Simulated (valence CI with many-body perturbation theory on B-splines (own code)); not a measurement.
Basis-set convergence for Au⁶⁶⁺

Calculated by relativistic CI+MBPT: three valence electrons over a frozen Dirac-Fock core [Ne], a basis of 9 s, 9 p, 8 d, 6 f, 3 g, 1 h functions for each j, with the one-electron correlation potential Σ1 (screened to all orders), the two-electron term Σ2, the three-electron term Σ3, Breit, model QED; selected single and double excitations, second order for the rest, scaled by the run's own slope (own B-spline code, finite nucleus).

The last digits are not significant, and no measured levels were compared; by estimate large intervals hold to a few tenths of a per cent, small ones and those within an open d or f shell to about a per cent.

The reference run has the lowest level (3s^2 3p1/2) J=1/2 and an ionisation energy of 7910.79 eV. Its largest variational space holds 8334 state functions.

Levels are named by their leading jj configuration (3d3/2^4 stands for four electrons in 3d with j = 3/2), which in mixed levels can hold well under half, so a name can repeat and another be missing. Letters in brackets count levels of one name in rising energy.

Changed runs:
A. basis 6 s, 6 p, 5 d, 3 f, 1 g
B. basis 5 s, 5 p, 4 d, 2 f

Excitation energies of the reference run in cm⁻¹, and shifts in cm⁻¹:

```tsv
Level	Reference	A	B
(3s 3p1/2^2) J=1/2	1505430	-26	-62
(3s^2 3p3/2) J=3/2	4013360	-53	-110
(3s 3p1/2 3p3/2) J=3/2 [a]	5247830	-213	-625
(3s 3p1/2 3p3/2) J=5/2	5409320	-56	-158
(3s 3p1/2 3p3/2) J=3/2 [b]	5586400	-29	-64
(3s 3p1/2 3p3/2) J=1/2	5679310	-0.5	+80
(3s^2 3d3/2) J=3/2	6070900	+275	+920
(3s^2 3d5/2) J=5/2	6883330	+214	+636
(3s 3p1/2 3d3/2) J=3/2 [a]	7045980	-111	-320
(3s 3p1/2 3d3/2) J=3/2 [b]	7159300	-57	-143
(3s 3p1/2 3d3/2) J=5/2	7254470	+87	+197
(3s 3p1/2 3d3/2) J=1/2	7489790	+194	+563
Ionisation energy (eV)	7910.79	-0.023	-0.07
```
